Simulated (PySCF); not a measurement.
## Spinor energies of Ho⁵⁰⁺ (holmium, charge +50)

Start: [Ne] 3s2 3p5; 3p1/2 filled at m_j = -1/2, +1/2; 3p3/2 filled at m_j = -1/2, +1/2, +3/2. Calculated with PySCF 2.14 in an even-tempered Gaussian basis (18 s from 13 bohr⁻², ratio 2.4; 14 p from 17 bohr⁻², ratio 2.4; 4 d from 63 bohr⁻², ratio 2.6; 4 f from 94 bohr⁻², ratio 2.6): generalised Hartree-Fock with the X2C-1e Hamiltonian and a Gaussian nucleus; one run each with spin-orbit coupling (SO) switched off, then screened by Boettger's factors.

| spinor shell | electrons | ε, spin-free (eV) | ε, screened SO (eV) | weight of nominal j (screened SO) | rms radius, screened SO (bohr) |
| --- | --- | --- | --- | --- | --- |
| 1s1/2 | 2 | -59339.1 | -59325.0 | 1.000 | 0.0236 |
| 2s1/2 | 2 | -12790.2 | -12785.1 | 1.000 | 0.0940 |
| 2p1/2 | 2 | -11723.6 | -12342.5 | 1.000 | 0.0802 |
| 2p3/2 | 4 | -11723.6 | -11460.2 | 1.000 | 0.0866 |
| 3s1/2 | 2 | -4979.2 | -4977.4 | 1.000 | 0.227 |
| 3p1/2 | 2 | -4649.5 | -4803.6 | 0.999 | 0.217 |
| 3p3/2 | 3 | -4649.5 | -4582.7 | 1.000 | 0.227 |

```csv
quantity,spin-free,screened SO
E (hartree),-10186.19053,-10198.25062
M_J,3/2,3/2
⟨J²⟩,3.750,3.750
⟨L²⟩,2.000,2.030
⟨S²⟩,0.750,0.779
```

Each row is a mean over spinors that exchange with the open shell spreads, by up to 24.954 eV (3s1/2).

Breit and QED terms are absent; they matter most for the inner s and p1/2 levels.

Densities and radii are taken from the X2C orbitals without a picture-change correction, which distorts them close to the nucleus.

Without spin-orbit coupling the j labels of p, d and f shells carry no meaning; the spin-free column gives the mean over the occupied spinors of each nl shell.
